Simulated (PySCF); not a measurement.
PySCF input (M06-L/def2-TZVPD):

```python
from pyscf import gto, scf, dft

mol = gto.M(
    atom='''
    Bi   -0.00000000   -0.00000000   -0.66894047
    B     0.00000000    0.00000000    1.37460998
    B     0.00000000    0.00000000    2.98974736
    O     0.00000000    0.00000000    4.21253402
    ''',
    basis='def2-tzvpd',
    ecp='def2-tzvp',
    charge=-1,
    spin=0,
    verbose=4,
)

mf = dft.RKS(mol, xc='m06l').density_fit(auxbasis='def2-universal-jkfit')
mf.grids.level = 4
mf.conv_tol = 1e-9
mf.max_cycle = 100
mf.max_memory = 1500
mf.kernel()
if not mf.converged:
    mf = mf.newton()
    mf.kernel(mf.make_rdm1())
mf.analyze()
```

Output:

```
ECP def2-tzvp not found for  O
ECP def2-tzvp not found for  B
PySCF version 2.14.0

[INPUT] verbose = 4
[INPUT] num. atoms = 4
[INPUT] num. electrons = 42
[INPUT] charge = -1
[INPUT] spin (= nelec alpha-beta = 2S) = 0
[INPUT] symmetry False subgroup None
[INPUT] Mole.unit = angstrom
[INPUT] Symbol           X                Y                Z      unit          X                Y                Z       unit  Magmom
[INPUT]  1 Bi     0.000000000000   0.000000000000  -0.668940470000 AA    0.000000000000   0.000000000000  -1.264114281938 Bohr   0.0
[INPUT]  2 B      0.000000000000   0.000000000000   1.374609980000 AA    0.000000000000   0.000000000000   2.597636390294 Bohr   0.0
[INPUT]  3 B      0.000000000000   0.000000000000   2.989747360000 AA    0.000000000000   0.000000000000   5.649803692041 Bohr   0.0
[INPUT]  4 O      0.000000000000   0.000000000000   4.212534020000 AA    0.000000000000   0.000000000000   7.960535588213 Bohr   0.0

nuclear repulsion = 99.318998372805
number of shells = 58
number of NR pGTOs = 256
number of NR cGTOs = 170
basis = def2-tzvpd
ecp = def2-tzvp

******** <class 'pyscf.df.df_jk.DFRKS'> ********
method = DFRKS
initial guess = minao
damping factor = 0
level_shift factor = 0
DIIS = <class 'pyscf.scf.diis.CDIIS'>
diis_start_cycle = 1
diis_space = 8
diis_damp = 0
SCF conv_tol = 1e-09
SCF conv_tol_grad = None
SCF max_cycles = 100
direct_scf = False
XC library pyscf.dft.libxc version 7.1.2
    S. Lehtola, C. Steigemann, M. J. T. Oliveira, and M. A. L. Marques,  SoftwareX 7, 1–5 (2018)
XC functionals = m06l
    Y. Zhao and D. G. Truhlar,  J. Chem. Phys. 125, 194101 (2006)
    Y. Zhao and D. G. Truhlar,  J. Chem. Phys. 125, 194101 (2006)
    Y. Zhao and D. G. Truhlar,  Theor. Chem. Acc. 120, 215 (2008)
radial grids:
    Treutler-Ahlrichs [JCP 102, 346 (1995); DOI:10.1063/1.469408] (M4) radial grids

becke partition: Becke, JCP 88, 2547 (1988); DOI:10.1063/1.454033
pruning grids: <function nwchem_prune>
grids dens level: 4
symmetrized grids: False
atomic radii adjust function: <function treutler_atomic_radii_adjust>
small_rho_cutoff = 0
Set gradient conv threshold to 3.16228e-05
Initial guess from minao.
tot grids = 118384
init E= -305.559034947101
  HOMO = -0.618197301544116  LUMO = -0.491340314444855  gap/eV = 3.45195
cycle= 1 E= -337.88654350319  delta_E= -32.3  |g|= 2.77  |ddm|=   66
  HOMO = 0.129552381311352  LUMO = 0.14344753519875  gap/eV = 0.37811
cycle= 2 E= -286.64079968598  delta_E= 51.2  |g|= 11.9  |ddm|= 1.14e+03
[...]
cycle= 16 E= -339.805412257475  delta_E= -1.28e-10  |g|= 3.99e-06  |ddm|= 0.00149
  HOMO = -0.0157594442629068  LUMO = 0.077415673371955  gap/eV = 2.53542
Extra cycle  E= -339.805412257475  delta_E= 6.82e-13  |g|= 5.91e-06  |ddm|= 0.000466
converged SCF energy = -339.805412257475
**** SCF Summaries ****
Total Energy =                        -339.805412257474757
Nuclear Repulsion Energy =              99.318998372804955
One-electron Energy =                 -748.510226322547055
Two-electron Energy =                  309.385815692267329
Two-electron Coulomb Energy =          343.558291430096745
DFT Exchange-Correlation Energy =      -34.172475737829394
HOMO-LUMO gap [eV] =                     2.535424093421133
**** MO energy ****
MO #1   energy= -18.7876936873605  occ= 2
MO #2   energy= -6.47557443053604  occ= 2
MO #3   energy= -6.47423659554287  occ= 2
MO #4   energy= -5.67273701462037  occ= 2
MO #5   energy= -3.43082077808357  occ= 2
MO #6   energy= -3.43082077808355  occ= 2
MO #7   energy= -3.4263755313457   occ= 2
MO #8   energy= -0.816239401207045 occ= 2
MO #9   energy= -0.814812866028844 occ= 2
MO #10  energy= -0.814812856599766 occ= 2
MO #11  energy= -0.811843224150087 occ= 2
MO #12  energy= -0.811843224150079 occ= 2
MO #13  energy= -0.781583261069045 occ= 2
MO #14  energy= -0.368205652349104 occ= 2
MO #15  energy= -0.268824309737408 occ= 2
MO #16  energy= -0.200780482141433 occ= 2
MO #17  energy= -0.153653758181342 occ= 2
MO #18  energy= -0.153653758181322 occ= 2
MO #19  energy= -0.0772808325807475 occ= 2
MO #20  energy= -0.015759444262911 occ= 2
MO #21  energy= -0.0157594442629068 occ= 2
MO #22  energy= 0.077415673371955  occ= 0
MO #23  energy= 0.0774156733719593 occ= 0
MO #24  energy= 0.123444598072664  occ= 0
MO #25  energy= 0.133045883839472  occ= 0
MO #26  energy= 0.155798955284695  occ= 0
MO #27  energy= 0.178343597748325  occ= 0
MO #28  energy= 0.178343597748412  occ= 0
MO #29  energy= 0.193844828046057  occ= 0
MO #30  energy= 0.208721243406931  occ= 0
MO #31  energy= 0.208721244531197  occ= 0
MO #32  energy= 0.219277646885622  occ= 0
MO #33  energy= 0.219277646885646  occ= 0
MO #34  energy= 0.229589689158005  occ= 0
MO #35  energy= 0.240272506661824  occ= 0
MO #36  energy= 0.24519682549822   occ= 0
MO #37  energy= 0.245196825498301  occ= 0
MO #38  energy= 0.258759928968993  occ= 0
MO #39  energy= 0.281555057815648  occ= 0
MO #40  energy= 0.28155507124218   occ= 0
MO #41  energy= 0.291729229447687  occ= 0
MO #42  energy= 0.291729229447704  occ= 0
MO #43  energy= 0.309635990105875  occ= 0
MO #44  energy= 0.342336379361526  occ= 0
MO #45  energy= 0.342336484963885  occ= 0
MO #46  energy= 0.366199833605823  occ= 0
MO #47  energy= 0.380777367021942  occ= 0
MO #48  energy= 0.380777367022114  occ= 0
MO #49  energy= 0.391099864824959  occ= 0
MO #50  energy= 0.407712678682716  occ= 0
MO #51  energy= 0.407712678682952  occ= 0
MO #52  energy= 0.424579682665955  occ= 0
MO #53  energy= 0.441916511602076  occ= 0
MO #54  energy= 0.441916511602096  occ= 0
MO #55  energy= 0.473884495589207  occ= 0
MO #56  energy= 0.51048653796647   occ= 0
MO #57  energy= 0.512423006381397  occ= 0
MO #58  energy= 0.512423066493621  occ= 0
MO #59  energy= 0.559424880221459  occ= 0
MO #60  energy= 0.559424880221768  occ= 0
MO #61  energy= 0.593497944600789  occ= 0
MO #62  energy= 0.602007311831006  occ= 0
MO #63  energy= 0.602007437645893  occ= 0
MO #64  energy= 0.618433080648183  occ= 0
MO #65  energy= 0.664692002556973  occ= 0
MO #66  energy= 0.664692002559038  occ= 0
MO #67  energy= 0.682590101899519  occ= 0
MO #68  energy= 0.682590101899566  occ= 0
MO #69  energy= 0.692431251355353  occ= 0
MO #70  energy= 0.704082105024216  occ= 0
MO #71  energy= 0.70408232723294   occ= 0
MO #72  energy= 0.721119795140167  occ= 0
MO #73  energy= 0.783658754603646  occ= 0
MO #74  energy= 0.78365875460366   occ= 0
MO #75  energy= 0.788384671040732  occ= 0
MO #76  energy= 0.78838479168581   occ= 0
MO #77  energy= 0.860397746278991  occ= 0
MO #78  energy= 0.863456491478718  occ= 0
MO #79  energy= 0.863456491478743  occ= 0
MO #80  energy= 0.888389419482998  occ= 0
MO #81  energy= 0.936749760132388  occ= 0
MO #82  energy= 0.95612365909818   occ= 0
MO #83  energy= 0.956123659098377  occ= 0
MO #84  energy= 0.983557575914948  occ= 0
MO #85  energy= 0.983557869253708  occ= 0
MO #86  energy= 1.0606968785887    occ= 0
MO #87  energy= 1.06069687858874   occ= 0
MO #88  energy= 1.12867107311045   occ= 0
MO #89  energy= 1.12867107311047   occ= 0
MO #90  energy= 1.16126824268317   occ= 0
MO #91  energy= 1.20820322298169   occ= 0
MO #92  energy= 1.24400514619036   occ= 0
MO #93  energy= 1.26076865887384   occ= 0
MO #94  energy= 1.26076865887388   occ= 0
MO #95  energy= 1.30393825659572   occ= 0
MO #96  energy= 1.37874030739866   occ= 0
MO #97  energy= 1.37874030739878   occ= 0
MO #98  energy= 1.42917005407979   occ= 0
MO #99  energy= 1.42917005408031   occ= 0
MO #100 energy= 1.4398032161771    occ= 0
MO #101 energy= 1.43980385248766   occ= 0
MO #102 energy= 1.44976492334624   occ= 0
MO #103 energy= 1.45788554008666   occ= 0
MO #104 energy= 1.59386928422936   occ= 0
MO #105 energy= 1.67034332124259   occ= 0
MO #106 energy= 1.67034332124286   occ= 0
MO #107 energy= 1.8026385236184    occ= 0
[...]
```

It need not be the lowest isomer of its formula.
